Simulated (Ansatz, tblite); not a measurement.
Bond stretch in C2H10Al2O6, singlet. The O3–C17 bond (O3 also carries Al, Al; C17 carries H, H, H) is stretched with both fragments frozen at the PBE0/def2-SVP optimised geometry.

GFN2-xTB, 300 K electronic temperature (tblite); UKS-PBE0 = Ansatz (an electronic-structure program) with unrestricted PBE0/def2-SVP.

Energies relative to the lowest point of each curve near equilibrium, in kcal/mol; the last columns give the difference from UKS-PBE0:

```csv
R / Å,GFN2-xTB,UKS-PBE0,GFN2-xTB − UKS-PBE0
1.17,36.6,42.5,-5.9
1.23,18.2,21.2,-3.0
1.34,2.3,2.8,-0.4
1.38,0.4,0.5,-0.1
1.42,0.0,0.0,0.0
1.45,0.5,0.5,0.0
1.52,3.6,3.8,-0.3
1.59,8.8,9.5,-0.6
1.73,23.0,24.3,-1.4
1.87,39.3,41.0,-1.6
2.06,61.6,63.0,-1.4
2.34,89.1,90.4,-1.4
2.63,108.4,105.7,2.7
2.99,122.0,112.8,9.2
3.44,129.2,115.0,14.2
4.11,131.8,115.6,16.2
```

GFN2-xTB is furthest from UKS-PBE0 at 4.11 (16.2 kcal/mol, above); its mean absolute difference over the points is 3.7 kcal/mol.

The unrestricted determinant behind UKS-PBE0 is spin-contaminated at 2.34 to 4.11 Å (<S²> up to 1.0, against 0.00 for a pure singlet).
